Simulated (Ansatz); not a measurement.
Start from `CS[SiH](F)S` and change one atom or group to get `F[SiH]([SiH3])S`.

Ansatz, PBE0-D4/def2-TZVP geometries, multiplicity 1. Each molecule was computed in one conformer, which needn't be the lowest.

| property | `CS[SiH](F)S` |
| --- | --- |
| HOMO–LUMO gap (PBE0/def2-TZVPP) / eV | 7.30 |
| HOMO energy (B3LYP/def2-TZVPP) / eV | -7.19 |
| zero-point energy (PBE0-D4/def2-TZVP) / kJ/mol | 160.5 |
| LUMO energy (B3LYP/def2-TZVPP) / eV | -0.35 |
| LUMO energy (PBE/def2-TZVPP) / eV | -1.07 |
| HOMO–LUMO gap (ωB97M-V/def2-TZVPP) / eV | 11.37 |

(1) Give the same properties after the change, and the shifts. (Estimate.)

## Answers

(1) Computed: 
| property | `F[SiH]([SiH3])S` | shift |
| --- | --- | --- |
| HOMO–LUMO gap (PBE0/def2-TZVPP) / eV | 7.42 | 0.12 |
| HOMO energy (B3LYP/def2-TZVPP) / eV | -7.62 | -0.43 |
| zero-point energy (PBE0-D4/def2-TZVP) / kJ/mol | 122.0 | -38.5 |
| LUMO energy (B3LYP/def2-TZVPP) / eV | -0.61 | -0.26 |
| LUMO energy (PBE/def2-TZVPP) / eV | -1.29 | -0.22 |
| HOMO–LUMO gap (ωB97M-V/def2-TZVPP) / eV | 11.33 | -0.04 |

With PBE0 the HOMO falls by 0.43 eV and the LUMO falls by 0.32 eV, so the gap widens by about 0.11 eV. PBE moves the HOMO by -0.45 eV and ωB97M-V by -0.37 eV. The zero-point energy changes by -38.5 kJ/mol with -3 modes.

B3LYP here is the variant with VWN-RPA as its local correlation; programs differ in this.
